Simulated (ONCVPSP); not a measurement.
**Co: one change to an ONCV potential, before and after**

| Item | Value |
| --- | --- |
| Element | Co (Z = 27) |
| Generator | ONCVPSP 4.0.1 |
| Type | optimised norm-conserving Vanderbilt (ONCV) |
| Functional | PBE |
| Relativity | fully relativistic |
| Frozen core | [Ar] |
| Valence charge | 9 |
| Reference configuration | 3d7 4s2 |
| Partial waves | 4s: rc 2.40 bohr, ncon 3, nbas 7, qcut 2.7 1/bohr, 1 projector; p scattering state at 0.2 Ha: rc 2.55 bohr, ncon 4, nbas 8, qcut 3.4 1/bohr, 2 projectors, debl 1.3 Ha; 3d: rc 1.00 bohr, ncon 4, nbas 8, qcut 13.7 1/bohr, 3 projectors, debl 1.6 Ha |
| Local potential | polynomial inside 0.90 bohr (lpopt 1, dvloc0 -1 Ha) |
| Core correction | Teter function, fcfact 2.75, rcfact 1.6 |

Open shells are filled in proportion to 2j + 1.

In the p channel the program set the typed energies aside and used 0.050, 1.350 Ha (j = l + 1/2; the other j can differ).

Change: s: qcut 1.5.

Cutoffs: the cutoffs (Ha) at which the residual kinetic energy of the hardest occupied pseudo-wave falls to 1 and 0.1 mHa per electron; they do not see the model core or the augmentation charge, which bear on the density cutoff. Errors are all-electron minus pseudo energies relative to the spin-unpolarised reference configuration.

Problem. How do hardness, ghosts and transferability respond?

Solution. The potential gets neither clearly harder nor softer (81 Ha and 93 Ha → 81 Ha and 93 Ha); both files keep a bound ghost (s); of the 4 tests that both files solve, the error grows in 2 and shrinks in 1 by more than 15 % and 0.3 meV (median size 86.0 → 89.6 meV).

| quantity | base | changed |
| --- | --- | --- |
| cutoff, loose | 81 Ha | 81 Ha |
| cutoff, tight | 93 Ha | 93 Ha |
| loose cutoff by channel | s 3.8 Ha, d 81 Ha | s 19 Ha, d 81 Ha |
| bound ghosts | s | s |
| GHOST(+) flags under 300 eV | p3/2 at 51.6 eV, p1/2 at 53.9 eV | p3/2 at 51.6 eV, p1/2 at 53.9 eV |
| error for 3d7 4s1, meV [ΔE 9.03 eV] | -16 | -13 |
| error for 3d7 4s0, meV [ΔE 25.82 eV] | -156 | -166 |
| error for 3d6 4s0, meV [ΔE 61.69 eV] | -460 | -675 |
| error for 3d7 4s1 4p1, meV [ΔE 4.35 eV] | -6.1 | -7.3 |
| s: phases at 2.43 bohr within 0.05 rad from the reference energy up to (Ha; the scan ends near 5) | 1.1 | 0.8 |
| p3/2: phases at 2.60 bohr within 0.05 rad from the reference energy up to (Ha; the scan ends near 5) | 1.8 | 1.8 |
| p1/2: phases at 2.60 bohr within 0.05 rad from the reference energy up to (Ha; the scan ends near 5) | 1.9 | 1.9 |
| d5/2: phases at 1.01 bohr within 0.05 rad from the reference energy up to (Ha; the scan ends near 5) | to the end of the scan | to the end of the scan |
| d3/2: phases at 1.01 bohr within 0.05 rad from the reference energy up to (Ha; the scan ends near 5) | to the end of the scan | to the end of the scan |
| rms error of d²Exc/dni dnj with the model core, mHa | 7.46 | 7.44 |

 A true bound ghost makes a file unfit for plane-wave use even where its test errors are small: the radial tests pick states by their node count and pass the ghost by.
